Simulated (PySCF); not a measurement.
Vertical excitations of a molecule C3H9NSi2 from TDA-PBE/def2-SVPD run with PySCF, as energy in eV (oscillator strength): 3.86 (0.000), 4.82 (0.014), 4.98 (0.001), 5.02 (0.044), 5.36 (0.003), 5.53 (0.211), 6.02 (0.018), 6.14 (0.028), 6.16 (0.000), 6.25 (0.019). Lowest triplet (TDA): 3.22 eV. Coordinates come from a PBE0-D3(BJ)/def2-SVP optimisation. The values are those of a single conformer.

Question: Pick the molecule that these values belong to.
A. CC1=NC[SiH2][SiH2]1
B. N[C@@H]([SiH3])C#C[SiH3]
C. CC1=C[SiH2]N[SiH2]1
D. [SiH3]C1=NC[C@H]1[SiH3]

Answer: A, CC1=NC[SiH2][SiH2]1
